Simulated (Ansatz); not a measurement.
GaH₇SSi₂ (`[SiH3][S][GaH][SiH3]`). Charge 0, multiplicity 1.

| atom | x (Å) | y (Å) | z (Å) |
| --- | --- | --- | --- |
| Si1 | 2.1139 | 1.5165 | -0.9030 |
| S2 | 1.3321 | -0.4633 | -0.7034 |
| Ga3 | -0.5789 | 0.0205 | 0.2975 |
| Si4 | -2.0072 | -1.8417 | 0.8145 |
| H5 | 3.4319 | 1.4004 | -1.5762 |
| H6 | 1.2167 | 2.3670 | -1.7260 |
| H7 | 2.2960 | 2.1580 | 0.4239 |
| H8 | -0.8269 | 1.5452 | 0.5774 |
| H9 | -3.3219 | -1.6750 | 0.1352 |
| H10 | -2.2539 | -1.9007 | 2.2818 |
| H11 | -1.4016 | -3.1268 | 0.3781 |

**Question.** List the harmonic frequencies (cm⁻¹, unscaled) at PBE0-D4/def2-TZVP in Ansatz. (Best estimate.)

**Answer.** Computed: 32, 52, 67, 79, 122, 327, 380, 395, 467, 492, 519, 615, 632, 645, 857, 928, 934, 938, 941, 946, 1956, 2208, 2217, 2225, 2232, 2233, 2237.

**Question.** Is this a minimum?

**Answer.** Yes, all 27 modes are real.

**Question.** Give the ideal-gas thermochemistry at 298.15 K and 1 bar (rigid rotor, harmonic oscillator; point group Cs, symmetry number 1).

**Answer.** Zero-point energy 153.6 kJ/mol; H(298) − E = 180.4 kJ/mol; entropy 413.0 J/(mol·K), of which translation 172.5, rotation 119.4, vibration 121.1; G(298) − E = 57.2 kJ/mol. Modes under 100 cm⁻¹ are hindered rotations or soft bends, so the harmonic entropy is rough.

**Question.** And at 400, 500, 600, 800 and 1000 K?

**Answer.** 
```json
{"T (K)": "400", "H − E (kJ/mol)": "195.1", "S (J/mol/K)": "455.4", "G − E (kJ/mol)": "13.0"}
{"T (K)": "500", "H − E (kJ/mol)": "211.4", "S (J/mol/K)": "491.7", "G − E (kJ/mol)": "-34.4"}
{"T (K)": "600", "H − E (kJ/mol)": "229.1", "S (J/mol/K)": "524.0", "G − E (kJ/mol)": "-85.3"}
{"T (K)": "800", "H − E (kJ/mol)": "267.9", "S (J/mol/K)": "579.6", "G − E (kJ/mol)": "-195.8"}
{"T (K)": "1000", "H − E (kJ/mol)": "309.9", "S (J/mol/K)": "626.4", "G − E (kJ/mol)": "-316.5"}
```
